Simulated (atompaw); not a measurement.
**What one change does to a pseudopotential (caesium (Cs), PAW (atompaw))**

| Item | Value |
| --- | --- |
| Element | Cs (Z = 55) |
| Generator | atompaw 4.2.0.5 |
| Type | PAW |
| Functional | PBE |
| Relativity | scalar-relativistic |
| Frozen core | [Kr] 4d10 |
| Valence charge | 9 |
| Reference configuration | 5s2 5p6 5d0.5 6s0.5 6p0 |
| Partial waves | 5s (bound): rc 2.55 bohr; 6s (bound): rc 3.00 bohr; 5p (bound): rc 2.60 bohr; 6p (bound, empty): rc 3.00 bohr; 5d (bound): rc 3.00 bohr; 5d channel at 3.95 Ry: rc 3.00 bohr |
| Local potential | bessel scheme, radius 2.05 bohr |
| Core correction | smooth core density matched at 2.95 bohr |
| Augmentation charge | besselshape compensation charge, radius 2.25 bohr; PAW radius 3.00 bohr; waves and projectors: custom rrkj gramschmidtortho |

Change: local potential bessel scheme, radius 1.58 bohr.

Cutoffs: the cutoffs (Ry, on a coarse ladder) from which the occupation-weighted sum of valence levels, in a spherical-Bessel basis at the reference potential, stays within 10 and 1 mRy of its value at 400 Ry; they do not see the model core or the augmentation charge, which bear on the density cutoff.

Problem. What does the change do?

Solution. The potential gets neither clearly harder nor softer (10 Ry and 18 Ry → 10 Ry and 18 Ry); the range in which the p phases agree narrows (upper end at the end of the scan → 1.7); neither file shows a bound ghost.

```csv
quantity,base,changed
"cutoff, loose",10 Ry,10 Ry
"cutoff, tight",18 Ry,18 Ry
bound ghosts,none,none
s: phases at 3.00 bohr within 0.05 rad from the reference energy up to (Ry; the scan ends near 5),3.4,2.6
p: phases at 3.00 bohr within 0.05 rad from the reference energy up to (Ry; the scan ends near 5),to the end of the scan,1.7
d: phases at 3.00 bohr within 0.05 rad from the reference energy up to (Ry; the scan ends near 5),to the end of the scan,to the end of the scan
lowest overlap eigenvalue by channel,"s 0.09, p 0.14, d 0.88","s 0.07, p 0.09, d 0.88"
```

 The cutoffs see the waves, projectors and local potential, not the compensation charge or the core.
